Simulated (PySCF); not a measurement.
Shapes and spin states of TaHCl

All numbers come from PBE0 in PySCF with Ta def2-TZVP with ECP60, H def2-TZVP, Cl def2-TZVP; scalar-relativistic core potentials, no spin–orbit coupling; density-fitted integrals.

Relaxations began from a few typed shapes and spin states; open shells are unrestricted. The search is not exhaustive: other isomers or separated fragments can lie lower, and high-lying points may rest on an excited occupation.

```
                                spin  group                        bonds          angles  imaginary modes (cm⁻¹)  ΔE (kJ/mol)  ΔE with ZPE (kJ/mol)
                             quartet     Cs  Ta–Cl 2.282 Å, Ta–H 1.801 Å  Cl–Ta–H 132.0°                    none          0.0                   0.0
                             quartet    C∞v  Ta–Cl 2.311 Å, Ta–H 1.862 Å  Cl–Ta–H 180.0°              346i, 346i         20.0                     –
broken-symmetry Ms = 1/2 (⟨S²⟩ 1.46)     Cs  Ta–Cl 2.263 Å, Ta–H 1.786 Å  Cl–Ta–H 132.8°                    none         30.5                  31.0
broken-symmetry Ms = 1/2 (⟨S²⟩ 1.50)     Cs  Ta–Cl 2.266 Å, Ta–H 1.783 Å  Cl–Ta–H 132.6°                    none         33.0                  33.2
broken-symmetry Ms = 1/2 (⟨S²⟩ 1.49)    C∞v  Ta–Cl 2.293 Å, Ta–H 1.846 Å  Cl–Ta–H 180.0°              383i, 361i         53.9                     –
```

The lowest minimum found is the quartet Cs: Ta–Cl 2.282 Å, Ta–H 1.801 Å; Cl–Ta–H 132.0°.

For the lowest minimum: other spin states or occupations of the open shell can lie lower. No spin–orbit coupling is included, which matters more the heavier the element.

The electron or spin density has lower symmetry than the nuclear frame for the broken-symmetry Ms = 1/2 (⟨S²⟩ 1.49) C∞v at 53.9 kJ/mol.
